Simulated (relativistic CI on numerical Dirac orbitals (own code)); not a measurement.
**Transition arrays of Eu²²⁺**

Computed by Dirac-Coulomb-Breit CI, orbitals from a KLI potential per configuration, model QED, valence Slater integrals scaled by 0.9, whole transition arrays (own radial code, finite nucleus).

CI space (outside the closed core [Ar] 3d10 4s2): 4p⁶4d⁵, 4p⁶4d⁴4f, 4p⁵4d⁶, 4p⁶4d⁴5p, 4p⁶4d⁴5f. Levels of other configurations are missing.

All E1 lines from the levels of 4p⁶4d⁵; mean and standard deviation are weighted by gf, and upper levels are sorted by their leading configuration.

| Upper configuration | Lines | Σgf | Mean (eV) | Mean (nm) | σ (eV) | Strongest line (nm) |
| --- | --- | --- | --- | --- | --- | --- |
| 4p⁶4d⁴4f | 6075 | 1114.3 | 171.47 | 7.231 | 7.10 | 7.160 |
| 4p⁵4d⁶ | 2640 | 466.7 | 174.44 | 7.108 | 12.62 | 6.998 |
| 4p⁶4d⁴5p | 3245 | 127.3 | 261.46 | 4.742 | 4.54 | 4.803 |
| 4p⁶4d⁴5f | 5470 | 221.2 | 376.02 | 3.297 | 4.31 | 3.265 |

Σgf per state of the lower configuration in bins of 0.2 nm over the central range (centre: value): 3.3: 0.87, 4.7: 0.37, 4.9: 0.10, 6.7: 0.18, 6.9: 1.06, 7.1: 2.96, 7.3: 1.53, 7.5: 0.12, 7.7: 0.05, 7.9: 0.03, 8.1: 0.04, 8.3: 0.04, 8.5: 0.05.

(1) How do configuration mixing and the scaling of the Slater integrals move the arrays?

## Answers

(1) Slater scale 0.9, no configuration mixing: 4p⁶4d⁴4f 163.4 ± 7.1 eV (Σgf 866.2), 4p⁵4d⁶ 154.1 ± 16.2 eV (Σgf 578.3), 4p⁶4d⁴5p 261.6 ± 4.5 eV (Σgf 145.7), 4p⁶4d⁴5f 376.0 ± 4.3 eV (Σgf 231.6); Slater scale 1: 4p⁶4d⁴4f 174.4 ± 7.3 eV (Σgf 1126.4), 4p⁵4d⁶ 177.8 ± 12.2 eV (Σgf 484.6), 4p⁶4d⁴5p 261.5 ± 4.8 eV (Σgf 124.8), 4p⁶4d⁴5f 376.1 ± 4.5 eV (Σgf 220.9); Slater scale 0.8: 4p⁶4d⁴4f 168.0 ± 7.3 eV (Σgf 997.1), 4p⁵4d⁶ 171.6 ± 11.4 eV (Σgf 554.0), 4p⁶4d⁴5p 261.4 ± 4.3 eV (Σgf 129.7), 4p⁶4d⁴5f 376.0 ± 4.1 eV (Σgf 221.4). With mixing, levels are counted to their leading configuration, so an array can shrink or vanish into another, and the sums then hold other lines.
